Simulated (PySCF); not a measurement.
# Bond length, frequency and bond energy of RbBe by level of theory

State: ²Σ⁺ (doublet), unpaired electrons σ ↑. Set-up: basis Rb def2-SVP with ECP28, Be def2-SVP; scalar-relativistic core potentials; PySCF 2.14. De refers to Rb + Be in their ground configurations, without counterpoise correction. The functionals are run spin-unrestricted. A positive dipole means Rb(−)Be(+). Levels whose curve was spin-contaminated or gave no clean fit are not listed.

```tsv
Level	Re (Å)	ωe (cm⁻¹)	De (eV)	μ (D)
PBE	3.561	155	0.355	-3.60
r²SCAN	3.611	152	0.348	-3.95
r²SCANh	3.611	151	0.326	-3.99
PBE0	3.582	151	0.280	-3.78
B97-3	3.598	150	0.251	-3.62
M06-2X	3.613	133	0.210	-2.06
```

(1) What does a quarter of exact exchange do here, going from PBE to PBE0?

The bond is weak. Basis-set superposition, not corrected here, can be much of De in a small basis, most of all at correlated wavefunction levels. Functionals without a dispersion term scatter widely for such bonds, and LDA overbinds them. Spin–orbit coupling is left out. The state was picked by a PBE0 search and need not be the measured ground state.

Results:

(1) PBE0 less PBE: +2.1 pm in Re, -2.6 % in ωe, -0.07 eV in De. Exact exchange removes part of the self-interaction that spreads semilocal densities, and in most molecules shortens and stiffens the bond and lowers De; here Re and ωe go the other way.
